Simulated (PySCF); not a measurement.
A side-by-side comparison of computed properties.

First species: H5NO2Si.
Numbering: `[NH2:1][SiH:2]([OH:3])[OH:4]` (hydrogens: H5, H6 on N1; H7 on Si2; H8 on O3; H9 on O4)

Second species: C5H7FNO (charge +1).
InChI=1S/C5H7FNO/c1-7-4-8-3-5(7)2-6/h3-4H,2H2,1H3/q+1

Levels: wB97X-D/def2-SVPD for HOMO energy, LUMO energy, HOMO–LUMO gap, static isotropic polarisability and electronic spatial extent ⟨r²⟩ about the centre of nuclear charge; TDDFT wB97X-D/def2-SVPD for lowest singlet excitation; PBE0-D3(BJ)/def2-SVP for rotational constant A and rotational constant C. Geometries: PBE0-D3(BJ)/def2-SVP. Each structure is a single optimised conformer of the isolated species, non-relativistic unless stated; the electronic structure was computed with PySCF and density fitting.

The conformers computed, where there is a choice (atom-mapped SMILES and torsion angles):
- `[NH2:1][SiH:2]([OH:3])[OH:4]`: H–N1–Si2–O3 -71°, H–N1–Si2–O3 143°, H–O3–Si2–N1 -46°, H–O4–Si2–N1 -140°
- `[CH3:1][n+:2]1[cH:3][o:4][cH:5][c:6]1[CH2:7][F:8]`: C5–C6–C7–F8 -125°

Q: Which of the two has the higher rotational constant C, and by how much?

A: The first: 3.798 GHz against 1.288 GHz, a difference of 2.510 GHz.

Q: Which has the higher rotational constant A?

A: The first: 7.122 GHz against 3.554 GHz, a difference of 3.568 GHz.

Q: Which of the two has the higher S1 energy, and by how much?

A: The first: 7.25 eV against 6.23 eV, a difference of 1.02 eV.

Q: Which of the two has the higher static isotropic polarisability, and by how much?

A: The second: 61.8 au against 42.3 au, a difference of 19.5 au.

Q: Which of the two has the higher ⟨r²⟩, and by how much?

A: The second: 876 bohr² against 365 bohr², a difference of 511 bohr².

Q: Which of the two has the higher HOMO–LUMO gap, and by how much?

A: The first: 11.72 eV against 10.56 eV, a difference of 1.16 eV.

Q: Which of the two has the higher HOMO energy, and by how much?

A: The first: -9.84 eV against -15.00 eV, a difference of 5.16 eV.

Q: Which of the two has the higher LUMO energy, and by how much?

A: The first: 1.88 eV against -4.44 eV, a difference of 6.32 eV.

On the first: The principal polarisabilities are 40.4, 41.9 and 44.5 au; their mean is the isotropic value. No computed singlet falls in the visible range (750 to 380 nm, 1.65 to 3.26 eV); S1 lies 3.99 eV above its blue end.

On the second: No computed singlet falls in the visible range (750 to 380 nm, 1.65 to 3.26 eV); S1 lies 2.97 eV above its blue end. The principal polarisabilities are 43.8, 69.9 and 71.8 au; their mean is the isotropic value.
